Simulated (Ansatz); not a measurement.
`C[O][Zr]([Cl])([Cl])[Cl]` + H–F → `[F][Zr]([Cl])([Cl])[Cl]` + CH₃OH  (ligand exchange at a Zr–O bond)

Calculated with Ansatz (gas phase, PBE0-D4/def2-TZVP geometries, no zero-point term in ΔE). CCSD(T)/CBS adds triple-zeta CCSD(T) − MP2 to the extrapolated MP2 energy (def2 sets, frozen cores). This one scheme is used for every species. Functionals use def2-TZVPP. B3LYP here is the variant with VWN-RPA as its local correlation; programs differ in this. HSE06 is defined as in plane-wave codes. def2 core potentials past Kr. For Zr outer-core shells are correlated without core-valence functions, which leaves a few kJ/mol of doubt a bond. Each species was taken in one conformer, which may not be the lowest.

`C[O][Zr]([Cl])([Cl])[Cl]`:

```xyz
9

C    -0.964   -0.932   -1.089
O    -0.185   -0.177   -0.208
Zr    0.858    0.830    0.969
Cl    1.516   -0.559    2.736
Cl   -0.441    2.612    1.757
Cl    2.725    1.621   -0.202
H    -1.116   -1.934   -0.681
H    -1.934   -0.450   -1.229
H    -0.459   -1.010   -2.054
```

H–F:

Cartesian coordinates in Å:
```
F -0.203 0.285 -0.299
H 0.203 -0.285 0.299
```

`[F][Zr]([Cl])([Cl])[Cl]`:

Cartesian coordinates in Å:
```
F 1.700 -0.888 -0.397
Zr 0.071 -0.037 -0.017
Cl -0.368 1.539 -1.665
Cl -1.625 -1.623 0.027
Cl 0.223 1.009 2.052
```

CH₃OH:

Z-matrix (Å, degrees):
```
C
O 1 1.409
H 1 1.097 2 112.4
H 1 1.090 2 107.0 3 -118.5
H 1 1.097 2 112.4 3 123.0
H 2 0.959 1 108.5 3 -61.6
```

```tsv
level	ΔE (kJ/mol)	difference from CCSD(T)/CBS
LDA (SPW92)	-16.5	-6.5
PBE-D4	-21.7	-11.7
revPBE-D4	-21.3	-11.3
BLYP-D4	-20.3	-10.3
r2SCAN-D4	-23.5	-13.5
B97M-V	-26.1	-16.1
PBE0-D4	-17.7	-7.7
B3LYP-D4	-17.4	-7.4
r2SCANh-D4	-21.6	-11.6
HSE06-D4	-17.6	-7.6
BHLYP-D4	-14.8	-4.8
CAM-B3LYP-D4	-19.1	-9.1
ωB97X-V	-22.4	-12.4
ωB97M-V	-21.2	-11.2
B2PLYP	-16.7	-6.7
PBE	-26.6	-16.6
revPBE	-29.7	-19.7
BLYP	-29.3	-19.3
r2SCAN	-25.3	-15.3
PBE0	-22.3	-12.3
B3LYP	-25.0	-15.0
r2SCANh	-23.5	-13.5
r2SCAN0	-21.2	-11.2
HSE06	-22.0	-12.0
BHLYP	-22.0	-12.0
CAM-B3LYP	-24.1	-14.1
LC-ωPBE	-25.6	-15.6
RPA@PBE/def2-TZVPP	-12.2	-2.2
HF/def2-SVP	-17.3	-7.3
CCSD/def2-SVP	-11.4	-1.4
CCSD(T)/def2-SVP	-10.1	-0.1
HF/def2-TZVPP	-21.9	-11.9
MP2/def2-TZVPP	-0.8	9.2
SCS-MP2/def2-TZVPP	-6.4	3.6
CCSD/def2-TZVPP	-10.1	-0.1
CCSD(T)/def2-TZVPP	-7.9	2.1
HF/def2-QZVPP	-23.5	-13.5
SCS-MP2/def2-QZVPP	-8.2	1.8
HF/CBS(def2)	-23.8	-13.8
CCSD/CBS(def2)	-12.1	-2.1
CCSD(T)/CBS	-10.0	0
```

Largest T1 diagnostic among the species: 0.016.

From PBE to PBE0 (25 % exact exchange), in def2-TZVPP and without D4, ΔE moves by +4.3 kJ/mol. In def2-TZVPP, CCSD(T) changes the Hartree–Fock value by +13.9 kJ/mol (the triples alone add +2.1 kJ/mol) and MP2 by +21.1 kJ/mol.

CCSD(T)/CBS has its own doubt, a few kJ/mol and more with outer-core shells, so smaller differences from it don't rank the levels.
